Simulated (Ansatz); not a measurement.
A run of Ansatz (development build ahead of 0.2.0) on triplet TiH₂ at this shape:

```tsv
atom	x (Å)	y (Å)	z (Å)
Ti	0.0000	0.0000	0.0000
H	0.0000	1.6132	0.7523
H	0.0000	-1.6132	0.7523
```

Its results:

| Quantity | Value |
| --- | --- |
| Converged | yes |
| Total energy | -850.35627 hartree |
| Spin squared of the determinant | 2.019 |
| Stability test | minimum |

Task: Which input gives this output? Name the method, the orbitals and the basis set, and write the input.

Result: PBE0 (unrestricted) in pcseg-2.

```yaml
crystal:
  periodic: [false, false, false]
  atoms:
    - { symbol: Ti, position_ang: [0.0, 0.0, 0.0] }
    - { symbol: H, position_ang: [0.0, 1.61323, 0.75226] }
    - { symbol: H, position_ang: [0.0, -1.61323, 0.75226] }
basis:
  gaussian: { orbitals: pcseg-2 }
magnetization:
  spin_polarized: true
  initial_magnetization: 2
hamiltonian:
  xc: pbe0
```

Caution: other spin multiplicities were not run.
